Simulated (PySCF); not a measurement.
Excitations are Tamm–Dancoff values on a coarser integration grid. The basis has no diffuse functions, so Rydberg states are missing or too high.

**C$_{3}$H$_{9}$B, SMILES `CB(C)C` (charge 0, multiplicity 1)**

The numbers are results of PBE-D3(BJ)/def2-TZVP // B3LYP-D3(BJ)/def2-TZVP run with PySCF 2.14.0, not measurements.

```
Property                                                              Result
-------------------------------------------  -------------------------------
HOMO                                                                -7.10 eV
dipole moment                                                         0.01 D
HOMO–LUMO gap                                                        5.93 eV
LUMO                                                                -1.18 eV
S1 excitation (TDA)                                                  6.10 eV
S1 oscillator strength                                                 0.000
brightest of the four lowest singlets (TDA)                          7.30 eV
T1 excitation (TDA)                                                  5.55 eV
S1–T1 gap (TDA)                                                      0.55 eV
total energy                                                     -3930.30 eV
cost                                         around 2.3 core-minutes (rough)
```

```xyz
13

C      1.3555     0.5944    -0.5235
B      0.0001    -0.0024     0.0007
C     -1.2437     0.9372     0.1984
C     -0.1114    -1.5352     0.3261
H      1.5276     0.2070    -1.5370
H      2.2072     0.2364     0.0640
H      1.3951     1.6839    -0.5766
H     -1.0034     1.7063     0.9429
H     -1.4483     1.4944    -0.7234
H     -2.1622     0.4371     0.5104
H     -0.2944    -1.6506     1.4027
H      0.7672    -2.1308     0.0723
H     -0.9893    -1.9777    -0.1571
```
